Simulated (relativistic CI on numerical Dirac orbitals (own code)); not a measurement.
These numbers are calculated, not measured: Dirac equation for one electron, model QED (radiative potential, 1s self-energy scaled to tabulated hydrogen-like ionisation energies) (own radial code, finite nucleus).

Configurations in the expansion: 1s, 2s, 2p, 3s, 3p, 3d, 4s, 4p, 4d, 4f, 5s, 5p, 5d, 5f, 5g, 6s, 6p, 6d. Levels of other configurations are missing.

Outline of the computed level scheme of Ce LVIII. Lowest level of each configuration: 1s 2S_1/2 at 0.0 eV; 2p 2P°_1/2 at 35815.4 eV; 2s 2S_1/2 at 35824.7 eV; 3p 2P°_1/2 at 42631.0 eV; 3s 2S_1/2 at 42633.8 eV; 3d 2D_3/2 at 42802.6 eV; 4p 2P°_1/2 at 44992.2 eV; 4s 2S_1/2 at 44993.4 eV; 4d 2D_3/2 at 45064.3 eV.

Some strong electric-dipole decays among the lowest 14 levels: 2p 2P°_1/2 → 1s 2S_1/2 (7.2e+15 s⁻¹); 2p 2P°_3/2 → 1s 2S_1/2 (6.8e+15 s⁻¹); 3p 2P°_3/2 → 1s 2S_1/2 (1.9e+15 s⁻¹); 3p 2P°_1/2 → 1s 2S_1/2 (1.8e+15 s⁻¹); 4p 2P°_3/2 → 1s 2S_1/2 (7.6e+14 s⁻¹); 3d 2D_5/2 → 2p 2P°_3/2 (7.3e+14 s⁻¹); 4p 2P°_1/2 → 1s 2S_1/2 (7.2e+14 s⁻¹); 3d 2D_3/2 → 2p 2P°_1/2 (6.6e+14 s⁻¹).
